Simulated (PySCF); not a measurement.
Simulation results for CH$_{6}$AlBO, AlBFH$_{2}$O

Computed with PySCF 2.14.0. Calculation on a computer-drawn molecule: the log of a Hartree-Fock and frozen-core CCSD(T) single point meant for a local Hartree-Fock minimum, with one planted fault or none, to be diagnosed. Offsets are logged minus clean, where the clean run is the same molecule without the fault. The reference is restricted for singlets and unrestricted otherwise, and also for a bond in bohr or an excited solution. Adding or removing an electron swaps singlet and doublet. The excited solution moves the top pair (singlet) or top alpha electron (doublet) to the lowest empty orbital. Highest occupied and lowest empty are orbital energies over both spins, largest force is the largest gradient component, triples share is (T) over the correlation energy, the T1 limit is 0.02 restricted and 0.045 unrestricted, electrons count all cores, a negative frequency is imaginary (commonest isotopes), and the dipole is about the centre of nuclear charge.

Common to all runs: meant multiplicity 1; meant basis cc-pV(D+d)Z; logged electrons 37; logged SCF converged yes; logged CC converged yes; logged SCF stable within its kind yes; possible faults no fault, one electron removed, one electron added, multiplicity raised by two, geometry at a saddle point, SCF held on an excited solution, minimal basis STO-3G, one bond length entered in bohr, all coordinates scaled.

```json
{"entry": 1, "formula": "CH6AlBO", "logged_structure": {"atoms_angstrom": [["C", 0.3996, -0.0386, 1.0898], ["B", 0.7411, 0.7071, -0.2643], ["O", 1.5668, 1.7845, -0.1653], ["Al", -0.0467, 0.0685, -2.2147], ["H", 0.8571, 0.4371, 1.9617], ["H", -0.6849, -0.0876, 1.2441], ["H", 0.7382, -1.0813, 1.0437], ["H", 1.7607, 2.2123, -0.9846], ["H", -1.0177, -1.1756, -2.3955], ["H", 0.351, 0.8667, -3.5375]]}, "given": {"meant_charge": 0, "logged_basis_functions": 95, "logged_spin_squared": 0.7634, "logged_highest_occupied [eV]": -16.65, "logged_lowest_empty [eV]": -7.2234, "logged_largest_force [hartree/bohr]": 0.078594, "logged_T1_diagnostic": 0.020443, "logged_D1_diagnostic": 0.085228, "logged_triples_share": 0.028426, "logged_dipole_magnitude [debye]": 1.8402, "logged_energy_HF [hartree]": -382.5549, "logged_energy_CCSD(T) [hartree]": -383.08124, "drawn_bonds_atom": [1, 2, 2, 1, 1, 1, 3, 4, 4], "drawn_bonds_other_atom": [2, 3, 4, 5, 6, 7, 8, 9, 10], "drawn_bonds_order": [1, 1, 1, 1, 1, 1, 1, 1, 1]}, "results": {"planted_fault": "one electron removed", "HF_energy_offset_from_clean_run [kcal/mol]": 192.0, "CCSD(T)_energy_offset_from_clean_run [kcal/mol]": 202.8}}
{"entry": 2, "formula": "AlBFH2O", "logged_structure": {"atoms_angstrom": [["O", 1.396, -1.3471, -3.1059], ["B", 1.8486, -1.6502, -1.9177], ["Al", 2.9857, 0.0712, -1.0507], ["F", 3.8048, 1.3153, -0.4269], ["H", 0.8931, -2.0113, -3.5719], ["H", 1.7551, -2.6372, -1.267]]}, "given": {"meant_charge": 1, "logged_basis_functions": 75, "logged_spin_squared": 0.816, "logged_highest_occupied [eV]": -5.609, "logged_lowest_empty [eV]": 1.4515, "logged_largest_force [hartree/bohr]": 0.041977, "logged_T1_diagnostic": 0.027159, "logged_D1_diagnostic": 0.099765, "logged_triples_share": 0.023782, "logged_dipole_magnitude [debye]": 3.4558, "logged_energy_HF [hartree]": -442.10766, "logged_energy_CCSD(T) [hartree]": -442.64786, "drawn_bonds_atom": [1, 2, 3, 1, 2], "drawn_bonds_other_atom": [2, 3, 4, 5, 6], "drawn_bonds_order": [1, 1, 1, 1, 1]}, "results": {"planted_fault": "one electron added", "HF_energy_offset_from_clean_run [kcal/mol]": -118.5, "CCSD(T)_energy_offset_from_clean_run [kcal/mol]": -125.0}}
```
